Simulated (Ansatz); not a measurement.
[WS4]2- (WS₄²⁻). The state is a singlet with charge -2. Geometry PBE0-D4/def2-SVPD, basis def2-TZVPD, Ansatz.

```xyz
5

W     0.000    0.000    0.000
S     0.484   -0.334   -2.139
S     0.022   -1.940    1.076
S    -2.014    0.916    0.168
S     1.508    1.358    0.896
```

| run | HOMO (eV) | LUMO (eV) |
| --- | --- | --- |
| A | 2.62 | 5.18 |
| B | 0.68 | 6.02 |
| C | 2.20 | 5.67 |
| D | 2.00 | 5.56 |
| E | -0.53 | 6.50 |
| F | -0.25 | 6.55 |

In the def2 sets W takes a core potential; there is no spin–orbit coupling. LC-ωPBE has ω = 0.4 bohr⁻¹. B3LYP takes the VWN-RPA correlation. A multiply charged anion in the gas phase is held together partly by the finite basis. Removing one electron lowers the energy by 0.33 eV at PBE0-D4/def2-TZVPD, so it isn't bound.

The runs used B3LYP, CAM-B3LYP, LC-ωPBE, LDA (SPW92), r2SCANh, ωB97X-V. Estimate which is which.

A LDA (SPW92) (0 % exact exchange); B CAM-B3LYP (range-separated); C r2SCANh (10 % exact exchange); D B3LYP (20 % exact exchange); E LC-ωPBE (range-separated); F ωB97X-V (range-separated). Exact exchange lowers occupied and raises empty levels; among semilocal functionals meta-GGAs tend to open the gap a little, and such runs are hard to tell apart. The gap grows from 2.56 eV (LDA (SPW92)) to 7.02 eV (LC-ωPBE). At LDA (SPW92)/def2-TZVPD, CAM-B3LYP-D4/def2-TZVPD, r2SCANh-D4/def2-TZVPD, B3LYP-D4/def2-TZVPD the highest occupied level of the charge -2 singlet lies above zero (up to 2.62 eV). By energy differences it is unbound by 0.38 eV (vertical, against the charge -1 doublet, at CCSD(T)/def2-SVPD) and held by the finite basis.
